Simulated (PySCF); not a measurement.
**Frontier levels across methods**

Compound: BH₇N₂Si.
Z-matrix (Å and degrees, PBE0-D3(BJ)/def2-SVP geometry), rows numbered from 1:
```
N 
B   1  1.4067
N   2  1.4285  1  123.02
Si  3  1.7429  2  126.21  1  -177.06
H   1  1.0091  2  121.75  3  -179.34
H   1  1.0113  2  124.55  3     0.32
H   2  1.2126  1  118.28  3   179.80
H   3  1.0165  2  117.20  1    -0.83
H   4  1.4987  3  112.91  2   103.73
H   4  1.4970  3  110.08  2  -137.08
H   4  1.4899  3  108.47  2   -16.86
```

Basis pcSseg-2 throughout (PySCF), one geometry. Isolated species at its PBE0-D3(BJ)/def2-SVP geometry (one conformer only).

Q: How do the orbital energies, the gap and the dipole change with the method?

A: 
```json
{"method": "BLYP", "kind": "GGA", "HOMO (eV)": "-5.74", "LUMO (eV)": "-0.44", "gap (eV)": "5.30", "μ (D)": "2.09", "SCF cycles": "15"}
{"method": "OPBE", "kind": "GGA", "HOMO (eV)": "-5.84", "LUMO (eV)": "-0.33", "gap (eV)": "5.51", "μ (D)": "2.14", "SCF cycles": "15"}
{"method": "B97-D", "kind": "GGA", "HOMO (eV)": "-5.85", "LUMO (eV)": "-0.33", "gap (eV)": "5.52", "μ (D)": "2.10", "SCF cycles": "15"}
{"method": "PBE", "kind": "GGA", "HOMO (eV)": "-5.87", "LUMO (eV)": "-0.48", "gap (eV)": "5.38", "μ (D)": "2.12", "SCF cycles": "15"}
{"method": "KT2", "kind": "GGA", "HOMO (eV)": "-5.92", "LUMO (eV)": "-0.54", "gap (eV)": "5.38", "μ (D)": "2.02", "SCF cycles": "15"}
{"method": "KT3", "kind": "GGA", "HOMO (eV)": "-5.93", "LUMO (eV)": "-0.60", "gap (eV)": "5.33", "μ (D)": "2.03", "SCF cycles": "14"}
{"method": "BP86", "kind": "GGA", "HOMO (eV)": "-5.97", "LUMO (eV)": "-0.41", "gap (eV)": "5.56", "μ (D)": "2.11", "SCF cycles": "15"}
{"method": "LDA", "kind": "LDA", "HOMO (eV)": "-6.01", "LUMO (eV)": "-0.64", "gap (eV)": "5.37", "μ (D)": "2.11", "SCF cycles": "14"}
{"method": "B97-2", "kind": "global hybrid", "HOMO (eV)": "-6.93", "LUMO (eV)": "0.33", "gap (eV)": "7.25", "μ (D)": "2.05", "SCF cycles": "13"}
{"method": "B3LYP", "kind": "global hybrid", "HOMO (eV)": "-6.95", "LUMO (eV)": "0.02", "gap (eV)": "6.97", "μ (D)": "2.04", "SCF cycles": "14"}
{"method": "PBE0", "kind": "global hybrid", "HOMO (eV)": "-7.19", "LUMO (eV)": "0.29", "gap (eV)": "7.48", "μ (D)": "2.05", "SCF cycles": "13"}
{"method": "mPW1PW91", "kind": "global hybrid", "HOMO (eV)": "-7.22", "LUMO (eV)": "0.29", "gap (eV)": "7.50", "μ (D)": "2.05", "SCF cycles": "13"}
{"method": "BHandHLYP", "kind": "global hybrid", "HOMO (eV)": "-8.43", "LUMO (eV)": "0.90", "gap (eV)": "9.33", "μ (D)": "1.97", "SCF cycles": "12"}
{"method": "CAM-B3LYP", "kind": "range-separated hybrid", "HOMO (eV)": "-8.56", "LUMO (eV)": "1.04", "gap (eV)": "9.61", "μ (D)": "2.01", "SCF cycles": "12"}
{"method": "wB97X-D", "kind": "range-separated hybrid", "HOMO (eV)": "-9.06", "LUMO (eV)": "2.01", "gap (eV)": "11.07", "μ (D)": "2.06", "SCF cycles": "12"}
{"method": "LC-wPBE", "kind": "range-separated hybrid", "HOMO (eV)": "-9.95", "LUMO (eV)": "2.21", "gap (eV)": "12.16", "μ (D)": "2.03", "SCF cycles": "12"}
{"method": "HF", "kind": "Hartree–Fock", "HOMO (eV)": "-10.44", "LUMO (eV)": "2.62", "gap (eV)": "13.05", "μ (D)": "1.93", "SCF cycles": "10"}
```

The HOMO spans 4.70 eV, from BLYP down to HF, and the gap runs from 5.30 eV (BLYP) to 13.05 eV (HF). Over the methods BLYP (0 %), OPBE (0 %), B97-D (0 %), PBE (0 %), KT2 (0 %), KT3 (0 %), BP86 (0 %), LDA (0 %), B97-2 (21 %), B3LYP (20 %), PBE0 (25 %), mPW1PW91 (25 %), BHandHLYP (50 %), HF (100 %), a straight line through the gap against the share of exact exchange rises by 0.77 eV for each 10 % (correlation coefficient 0.999). The dipole ranges from 1.93 D (HF) to 2.14 D (OPBE). This basis has no diffuse functions.

The vertical ΔSCF ionisation energy at wB97X-D/def2-SVPD is 9.36 eV; −ε(HOMO) comes closest to it with wB97X-D (9.06 eV).
